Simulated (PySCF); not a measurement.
PySCF input (M06-2X/def2-TZVPD):

```python
from pyscf import gto, scf, dft

mol = gto.M(
    atom='''
    Si   -0.36500329   -0.33486679   -0.05555181
    O    -1.47066482   -1.34923935   -0.22382837
    Cl   -0.40165457    1.56710758   -0.72588034
    Cl    1.39432308   -0.65639877    0.87695989
    ''',
    basis='def2-tzvpd',
    charge=0,
    spin=0,
    verbose=4,
)

mf = dft.RKS(mol, xc='m062x').density_fit(auxbasis='def2-universal-jkfit')
mf.grids.level = 4
mf.conv_tol = 1e-9
mf.max_cycle = 100
mf.max_memory = 1500
mf.kernel()
if not mf.converged:
    mf = mf.newton()
    mf.kernel(mf.make_rdm1())
mf.analyze()
```

End of the output:

```
Extra cycle  E= -1285.22002542756  delta_E= -2.27e-11  |g|= 5.23e-06  |ddm|= 1.14e-05
converged SCF energy = -1285.22002542756
**** SCF Summaries ****
Total Energy =                       -1285.220025427564906
Nuclear Repulsion Energy =             256.552108482089409
One-electron Energy =                -2286.386300743131869
Two-electron Energy =                  744.614166833477611
Two-electron Coulomb Energy =          830.683646215282579
DFT Exchange-Correlation Energy =      -86.069479381804996
HOMO-LUMO gap [eV] =                     9.172786403490251
**** MO energy ****
MO #1   energy= -102.691344581419  occ= 2
MO #2   energy= -102.691340762393  occ= 2
MO #3   energy= -67.1226646671276  occ= 2
MO #4   energy= -19.6098591468354  occ= 2
MO #5   energy= -9.85530174971402  occ= 2
MO #6   energy= -9.85529931341731  occ= 2
MO #7   energy= -7.57584104537575  occ= 2
MO #8   energy= -7.57583736258114  occ= 2
MO #9   energy= -7.57297394601104  occ= 2
MO #10  energy= -7.57297273942383  occ= 2
MO #11  energy= -7.57234368756294  occ= 2
MO #12  energy= -7.57234292907483  occ= 2
MO #13  energy= -5.65583062552479  occ= 2
MO #14  energy= -3.96968786363432  occ= 2
MO #15  energy= -3.96603748335992  occ= 2
MO #16  energy= -3.96333830774672  occ= 2
MO #17  energy= -1.06810333993857  occ= 2
MO #18  energy= -0.986447773850209 occ= 2
MO #19  energy= -0.96427850658375  occ= 2
MO #20  energy= -0.605587907961038 occ= 2
MO #21  energy= -0.520172589180792 occ= 2
MO #22  energy= -0.481197940665053 occ= 2
MO #23  energy= -0.478409028582915 occ= 2
MO #24  energy= -0.442974280190611 occ= 2
MO #25  energy= -0.440654721359568 occ= 2
MO #26  energy= -0.432596386082264 occ= 2
MO #27  energy= -0.398112526621096 occ= 2
MO #28  energy= -0.387540553381711 occ= 2
MO #29  energy= -0.0504468677918487 occ= 0
MO #30  energy= -0.0343068575080537 occ= 0
MO #31  energy= 0.0164579246868442 occ= 0
MO #32  energy= 0.0193139005661092 occ= 0
MO #33  energy= 0.0297573597897056 occ= 0
MO #34  energy= 0.033039253633181  occ= 0
MO #35  energy= 0.0411644257412378 occ= 0
MO #36  energy= 0.0558445309196017 occ= 0
MO #37  energy= 0.0568828135227774 occ= 0
MO #38  energy= 0.0786999103337717 occ= 0
MO #39  energy= 0.103751395654951  occ= 0
MO #40  energy= 0.105708413536975  occ= 0
MO #41  energy= 0.118077688489314  occ= 0
MO #42  energy= 0.127505642870407  occ= 0
MO #43  energy= 0.128323101818954  occ= 0
MO #44  energy= 0.135021326928825  occ= 0
MO #45  energy= 0.140455847006956  occ= 0
MO #46  energy= 0.169450155095064  occ= 0
MO #47  energy= 0.183389687788991  occ= 0
MO #48  energy= 0.205096303311246  occ= 0
MO #49  energy= 0.206741491625646  occ= 0
MO #50  energy= 0.218299545241676  occ= 0
MO #51  energy= 0.220162962424374  occ= 0
MO #52  energy= 0.226522035236556  occ= 0
MO #53  energy= 0.229063680399228  occ= 0
MO #54  energy= 0.231358950149837  occ= 0
MO #55  energy= 0.262634634944267  occ= 0
MO #56  energy= 0.278438046071162  occ= 0
MO #57  energy= 0.27930754874223   occ= 0
MO #58  energy= 0.291396972349965  occ= 0
MO #59  energy= 0.30680761756554   occ= 0
MO #60  energy= 0.3272711655675    occ= 0
MO #61  energy= 0.341840679241215  occ= 0
MO #62  energy= 0.367747400728857  occ= 0
MO #63  energy= 0.38541484797252   occ= 0
MO #64  energy= 0.409732234178186  occ= 0
MO #65  energy= 0.420300296496816  occ= 0
MO #66  energy= 0.430284631968681  occ= 0
MO #67  energy= 0.43627213519207   occ= 0
MO #68  energy= 0.484780912497272  occ= 0
MO #69  energy= 0.485816675932608  occ= 0
MO #70  energy= 0.547440332960174  occ= 0
MO #71  energy= 0.552400168206639  occ= 0
MO #72  energy= 0.557361818356944  occ= 0
MO #73  energy= 0.573653741266542  occ= 0
MO #74  energy= 0.592782145926658  occ= 0
MO #75  energy= 0.602663715566927  occ= 0
MO #76  energy= 0.610111189842495  occ= 0
MO #77  energy= 0.625112866979848  occ= 0
MO #78  energy= 0.630858162578152  occ= 0
MO #79  energy= 0.638339217639147  occ= 0
MO #80  energy= 0.64304695471124   occ= 0
MO #81  energy= 0.664363932708284  occ= 0
MO #82  energy= 0.675669341825085  occ= 0
MO #83  energy= 0.679705321267652  occ= 0
MO #84  energy= 0.684659130397778  occ= 0
MO #85  energy= 0.708964240293739  occ= 0
MO #86  energy= 0.712571284083195  occ= 0
MO #87  energy= 0.744839412090221  occ= 0
MO #88  energy= 0.754250919987698  occ= 0
MO #89  energy= 0.808333430067598  occ= 0
MO #90  energy= 0.836599272192048  occ= 0
MO #91  energy= 0.870798908985414  occ= 0
MO #92  energy= 0.96091185412688   occ= 0
MO #93  energy= 0.971123154342733  occ= 0
MO #94  energy= 0.998908829147879  occ= 0
MO #95  energy= 1.04046160815431   occ= 0
MO #96  energy= 1.08688457623129   occ= 0
MO #97  energy= 1.10225433476221   occ= 0
MO #98  energy= 1.10303535593011   occ= 0
MO #99  energy= 1.15897421305871   occ= 0
MO #100 energy= 1.22809752694799   occ= 0
MO #101 energy= 1.23081807612421   occ= 0
MO #102 energy= 1.23661316033875   occ= 0
MO #103 energy= 1.24844797081398   occ= 0
MO #104 energy= 1.2611823038281    occ= 0
MO #105 energy= 1.29006962916474   occ= 0
MO #106 energy= 1.2992115424983    occ= 0
MO #107 energy= 1.40039042911146   occ= 0
[...]
```
